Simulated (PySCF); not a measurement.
**MK cations for M along the fifth-period p block**

PBE0 with double-zeta basis sets in PySCF, for the lowest determinant that a PBE0 search found; no spin–orbit coupling. De refers to high-spin ground-configuration atoms (the charge goes to the atom of lower measured ionisation energy or higher electron affinity, which is not always the lowest computed limit). A positive dipole points towards K; it is taken about the centre of mass and depends on that origin.

```tsv
M	basis	charged atom	state (unpaired electrons)	Re (Å)	ωe (cm⁻¹)	De (eV)	μ (D)
In	x2c-SVPall	K+	doublet (σ ↑)	4.087	65.6	0.67	10.20
Sn	def2-SVP	K+	triplet (σ ↑, π ↑)	3.909	66.6	0.35	11.51
Sb	x2c-SVPall	K+	quartet (σ ↑, π ↑↑)	3.799	65.5	0.23	11.77
Te	def2-SVP	K+	triplet (π ↑↑)	3.674	83.8	0.43	11.52
I	x2c-SVPall	K+	doublet (π ↑)	3.593	81.7	0.32	11.47
```

The shortest bond is that of KI⁺ (3.593 Å), the longest that of KIn⁺ (4.087 Å).

The rows differ in basis set, which adds steps of its own.

The state changes along the series, so neighbouring rows are not always alike in their bonding.

Weak bonds: KI⁺, KSb⁺, KSn⁺, KTe⁺. Basis-set superposition, not corrected here, can be much of De in a small basis, most of all at correlated wavefunction levels. These are scalar-relativistic numbers at best; spin–orbit coupling would shift them, the dissociation energy most. For an ion De counts to the pair picked by the measured ionisation energies or electron affinities, which need not be the lowest pair at this level. States were picked by a PBE0 search and need not be the measured ground states.
